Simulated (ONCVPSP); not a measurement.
# potassium: excitation energies, all-electron against ONCV

| Item | Value |
| --- | --- |
| Element | K (Z = 19) |
| Generator | ONCVPSP 4.0.1 |
| Type | optimised norm-conserving Vanderbilt (ONCV) |
| Functional | LDA (Perdew-Wang 92) |
| Relativity | scalar-relativistic |
| Frozen core | [Ne] |
| Valence charge | 9 |
| Reference configuration | 3s2 3p6 4s1 |
| Partial waves | 3s+4s: rc 1.75 bohr, ncon 5, nbas 8, qcut 5.7 1/bohr, 2 projectors; 3p: rc 1.40 bohr, ncon 4, nbas 9, qcut 5.1 1/bohr, 2 projectors, debl 3.4 Ha; d scattering state at 0.14 Ha: rc 1.40 bohr, ncon 4, nbas 7, qcut 6.6 1/bohr, 3 projectors, debl 3.1 Ha |
| Local potential | polynomial inside 1.25 bohr (lpopt 5, dvloc0 0 Ha) |
| Core correction | Teter function, fcfact 5.5, rcfact 1.15 |

Energies are relative to the spin-unpolarised reference configuration 3s2 3p6 4s1; without spin polarisation the order of configurations can differ from experiment.

Question: Give the all-electron excitation energy and the error of the potential for: 3s2 3p6 4s0; 3s2 3p6 4s0.5; 3s2 3p6 4s0 4p1; 3s1 3p6 4s1.

Answer:

```json
{"valence configuration": "3s2 3p6 4s0", "charge": "+1", "ΔE all-electron (eV)": "4.404", "error AE − PS (meV)": "-0.1"}
{"valence configuration": "3s2 3p6 4s0.5", "charge": "+0.5", "ΔE all-electron (eV)": "1.708", "error AE − PS (meV)": "0.0"}
{"valence configuration": "3s2 3p6 4s0 4p1", "charge": "0", "ΔE all-electron (eV)": "1.628", "error AE − PS (meV)": "+0.1"}
{"valence configuration": "3s1 3p6 4s1", "charge": "+1", "ΔE all-electron (eV)": "41.835", "error AE − PS (meV)": "-29"}
```
